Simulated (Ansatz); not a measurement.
Cost and result up the ladder for `CC(=O)SCCCCc1ccc2ccc3cccc4ccc1c2c34` (44 atoms). Total charge 0; singlet. Geometry: PBE-D4/def2-SVP.

Ansatz on 2 threads of AMD EPYC 7R13 on a shared host and a share (18 GiB) of an NVIDIA H100 80GB HBM3. Times are rough, and most runs start from the orbitals of an earlier one. r2SCAN0-D4/def2-TZVP serves as the yardstick here, not as an exact answer. Differences are given only for rows in sets of like size (and for xTB, whose basis is part of the method), since another set adds its own error. Binding counts from free atoms at the same level (C triplet, O triplet, S triplet, H doublet; other spins of the atoms weren't run), without zero-point energy or a counterpoise term.

LC-ωPBE has ω = 0.4 bohr⁻¹. B3LYP takes the VWN-RPA correlation. Correlated methods freeze 28 core orbitals. The rows differ in basis, and correlated rows in double-zeta sets carry the largest basis error. Single mean-field runs in def2-SVP, def2-TZVP are fitted with def2-universal-jkfit.

Run but left out: HF/6-31G (restricted singlet, unstable in another Hartree–Fock run and untested here).

Correlated methods converge slowly with the basis, most of all in double-zeta sets.

```json
{"level": "r2SCAN-D4/def2-TZVP", "functions": "870", "binding energy per atom (eV)": "5.08", "difference from r2SCAN0-D4/def2-TZVP (eV)": "0.08", "remarks": "–"}
{"level": "B3LYP-D4/6-31G", "functions": "260", "binding energy per atom (eV)": "4.94", "difference from r2SCAN0-D4/def2-TZVP (eV)": "–", "remarks": "–"}
{"level": "PBE-D4/def2-SVP", "functions": "440", "binding energy per atom (eV)": "5.31", "difference from r2SCAN0-D4/def2-TZVP (eV)": "–", "remarks": "–"}
{"level": "PBE0-D4/def2-SVP", "functions": "440", "binding energy per atom (eV)": "5.21", "difference from r2SCAN0-D4/def2-TZVP (eV)": "–", "remarks": "–"}
{"level": "PBE0-D4/def2-TZVP (with forces)", "functions": "870", "binding energy per atom (eV)": "5.13", "difference from r2SCAN0-D4/def2-TZVP (eV)": "0.13", "remarks": "–"}
{"level": "r2SCANh-D4/def2-TZVP", "functions": "870", "binding energy per atom (eV)": "5.04", "difference from r2SCAN0-D4/def2-TZVP (eV)": "0.05", "remarks": "–"}
{"level": "r2SCAN0-D4/def2-TZVP", "functions": "870", "binding energy per atom (eV)": "4.99", "difference from r2SCAN0-D4/def2-TZVP (eV)": "0.00", "remarks": "–"}
{"level": "MP2/def2-SVP", "functions": "440", "binding energy per atom (eV)": "4.98", "difference from r2SCAN0-D4/def2-TZVP (eV)": "–", "remarks": "restricted SCF unstable"}
{"level": "LC-ωPBE/def2-TZVP", "functions": "870", "binding energy per atom (eV)": "5.04", "difference from r2SCAN0-D4/def2-TZVP (eV)": "0.04", "remarks": "–"}
{"level": "PBE-D4/def2-TZVP (with forces)", "functions": "870", "binding energy per atom (eV)": "5.24", "difference from r2SCAN0-D4/def2-TZVP (eV)": "0.24", "remarks": "–"}
```

Task: Estimate how long each takes.

Result: PBE0-D4/def2-SVP 3.6 s; PBE-D4/def2-SVP 4.2 s; B3LYP-D4/6-31G 5.5 s; r2SCANh-D4/def2-TZVP 6 s; r2SCAN0-D4/def2-TZVP 7 s; LC-ωPBE/def2-TZVP 8 s; r2SCAN-D4/def2-TZVP 8 s; MP2/def2-SVP 9.5 s; PBE-D4/def2-TZVP (with forces) 9.5 s; PBE0-D4/def2-TZVP (with forces) 10 s. On shared hardware such times vary by a factor of up to 3.
